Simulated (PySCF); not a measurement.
PySCF input:

```python
from pyscf import gto, scf, mp, cc as ccmod

mol = gto.M(
    atom='''
    Si   -0.29261459   -0.25535547    0.13805888
    O    -0.77350728    1.29888723   -0.12302380
    O     1.24726754   -0.64578285   -0.25574789
    H    -1.13014126   -1.19216612   -0.63371661
    H    -0.53978847   -0.31014256    1.60813688
    H     1.97645180   -0.14754966    0.12292887
    ''',
    basis='cc-pvdz',
    charge=0,
    spin=1,
    verbose=4,
)

mf = scf.UHF(mol)
mf.conv_tol = 1e-10
mf.max_cycle = 100
mf.kernel()
mo, _, stable, _ = mf.stability(return_status=True)
if not stable:
    mf.kernel(mf.make_rdm1(mo, mf.mo_occ))
mp2 = mp.MP2(mf, frozen=7).run()
cc = ccmod.CCSD(mf, frozen=7)
cc.max_cycle = 100
cc.kernel()
et = cc.ccsd_t()
print(f'E(CCSD(T)) = {cc.e_tot + et:.9f}')
```

Predict the final energy.

-440.89939 Eh (CCSD(T)/cc-pVDZ).

It need not be the lowest isomer of its formula.
